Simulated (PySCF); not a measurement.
Computed shifts of a molecule C3H14Si3, PySCF with PBE0/pcSseg-1, GIAO, gas phase, atoms alike by connectivity averaged where their shifts nearly agree, in ppm (number of nuclei): ¹³C: 12.2 (1), 7.5 (1), -4.1 (1). ²⁹Si: -29.2 (1), -62.2 (1), -109.7 (1). ¹H: 4.37 (1), 4.29 (2), 4.16 (1), 3.77 (3), 1.25 (1), 0.87 (1), 0.78 (2), 0.51 (3). References: ¹³C against TMS (σ = 186.3 ppm); ²⁹Si against TMS (σ = 352.7 ppm); ¹H against TMS (σ = 31.56 ppm), references at their B3LYP-D3(BJ)/def2-TZVP geometries, non-relativistic. Geometry: B3LYP-D3(BJ)/def2-SVP. Other conformers were not sampled.

**Question.** Which structure fits?
A. CCC[SiH]([SiH3])[SiH3]
B. CC([SiH3])([SiH3])C[SiH3]
C. CC[Si](C)([SiH3])[SiH3]
D. C[SiH2]CC[SiH2][SiH3]

**Answer.** D, C[SiH2]CC[SiH2][SiH3]
